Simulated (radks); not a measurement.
Results of a calculation; reference values are marked as such.
Au3+, configuration [Xe] 4f14 5d7 6d1 (not the ground configuration). Code: a radial shooting solver on a logarithmic mesh with Libxc functionals. Model: Dirac Kohn-Sham, PBEsol, spin-unpolarised, spherical densities, point nucleus; open shells are shared between the two j in proportion to 2j + 1.

Normalised radial functions P(r) = r R(r) (large component), r in bohr:

r,5p3/2,6d3/2
0.001905,0.0048,0.0000
0.002217,0.0063,0.0000
0.002602,0.0085,0.0001
0.003053,0.0113,0.0001
0.003555,0.0148,0.0001
0.004171,0.0197,0.0002
0.004856,0.0256,0.0003
0.005699,0.0336,0.0004
0.006634,0.0433,0.0007
0.007785,0.0561,0.0010
0.009063,0.0712,0.0014
0.01064,0.0906,0.0021
0.01248,0.1139,0.0031
0.01453,0.1398,0.0044
0.01705,0.1705,0.0064
0.01985,0.2019,0.0092
0.0233,0.2354,0.0132
0.02712,0.2644,0.0183
0.03182,0.2873,0.0256
0.03705,0.2959,0.0345
0.04348,0.2839,0.0462
0.05102,0.2428,0.0603
0.0594,0.1717,0.0752
0.0697,0.0626,0.0912
0.08115,-0.0670,0.1046
0.09523,-0.2133,0.1133
0.1109,-0.3351,0.1127
0.1301,-0.4098,0.0986
0.1514,-0.3976,0.0695
0.1777,-0.2771,0.0224
0.2086,-0.0546,-0.0369
0.2428,0.2086,-0.0954
0.2849,0.4631,-0.1452
0.3317,0.6012,-0.1675
0.3893,0.5695,-0.1531
0.4532,0.3548,-0.1005
0.5318,-0.0221,-0.0109
0.6191,-0.4375,0.0916
0.7265,-0.8256,0.1956
0.8526,-1.0716,0.2716
0.9925,-1.1333,0.2996
1.165,-1.0315,0.2709
1.356,-0.8299,0.1874
1.591,-0.5796,0.0489
1.852,-0.3628,-0.1141
2.174,-0.1918,-0.2936
2.531,-0.0899,-0.4447
2.97,-0.0339,-0.5568
3.485,-0.0104,-0.6004
4.057,-0.0027,-0.5650
4.761,-0.0005,-0.4552
5.543,-0.0001,-0.3178
6.505,0.0000,-0.1839
7.572,0.0000,-0.0910
8.886,0.0000,-0.0346
10.34,0.0000,-0.0108
12.14,0.0000,-0.0024

5p3/2: eigenvalue -98.771 eV, 3 radial nodes at r = 0.0752, 0.216, 0.527 bohr, <r> = 1.08 bohr, 90 % of the charge inside 1.56 bohr. 6d3/2: eigenvalue -16.114 eV, 3 radial nodes at r = 0.189, 0.541, 1.67 bohr, <r> = 3.79 bohr, 90 % of the charge inside 5.41 bohr.
